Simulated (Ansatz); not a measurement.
`C[N](C)[Sn][N](C)C` → 4 C• + 12 H• + 2 N• + Sn•  (atomization)

Isolated molecules relaxed with PBE0-D4/def2-TZVP in Ansatz; ΔE leaves out vibrations. CCSD(T)/CBS is the MP2 limit (def2-TZVPP, def2-QZVPP) plus CCSD(T) − MP2 in def2-TZVPP, frozen cores. This one scheme is used for every species, atoms too. Functionals use def2-TZVPP. B3LYP here is the variant with VWN-RPA as its local correlation; programs differ in this. No spin–orbit coupling; open shells (•) take unrestricted orbitals. Spin–orbit coupling would lower the free atoms: a little for C; strongly for Sn. def2 core potentials past Kr. Bonds to Sn are less sure, by a few kJ/mol each and by 10 to 20 or more in all where they break to atoms, as the def2 sets lack core-valence functions. Each species was taken in one conformer, which may not be the lowest.

```json
{"level": "LDA (SPW92)", "ΔE (kJ/mol)": "8016.5", "difference from CCSD(T)/CBS": "1028.3"}
{"level": "PBE-D4", "ΔE (kJ/mol)": "7145.4", "difference from CCSD(T)/CBS": "157.2"}
{"level": "r2SCAN-D4", "ΔE (kJ/mol)": "6970.0", "difference from CCSD(T)/CBS": "-18.2"}
{"level": "B3LYP-D4", "ΔE (kJ/mol)": "7013.2", "difference from CCSD(T)/CBS": "25.0"}
{"level": "CAM-B3LYP-D4", "ΔE (kJ/mol)": "7025.6", "difference from CCSD(T)/CBS": "37.4"}
{"level": "ωB97X-V", "ΔE (kJ/mol)": "6998.7", "difference from CCSD(T)/CBS": "10.5"}
{"level": "BLYP", "ΔE (kJ/mol)": "6910.9", "difference from CCSD(T)/CBS": "-77.3"}
{"level": "CCSD/def2-SVP", "ΔE (kJ/mol)": "6529.1", "difference from CCSD(T)/CBS": "-459.1"}
{"level": "SCS-MP2/def2-TZVPP", "ΔE (kJ/mol)": "6864.7", "difference from CCSD(T)/CBS": "-123.5"}
{"level": "HF/CBS(def2)", "ΔE (kJ/mol)": "4944.6", "difference from CCSD(T)/CBS": "-2043.6"}
{"level": "CCSD(T)/CBS", "ΔE (kJ/mol)": "6988.2", "difference from CCSD(T)/CBS": "0"}
```

Largest T1 diagnostic among the species: 0.017.

At CCSD(T), def2-SVP lies −381.8 kJ/mol from the extrapolated value and def2-TZVPP −191.6 kJ/mol: correlation converges slowly with the basis, and small sets miss more of it in the bonded molecule than in its fragments. The D4 term adds +78.8 kJ/mol with B3LYP and +42.1 kJ/mol with PBE0; it sums over pairs of atoms, weighted by their polarisabilities, and B3LYP, whose exchange is more repulsive, gets the larger term.

For atomizations the MP2-based limit and the directly extrapolated one differ by several kJ/mol either way, and by 10 to 25 for some Ge, Se and Sn compounds, so smaller differences from it don't rank the levels.
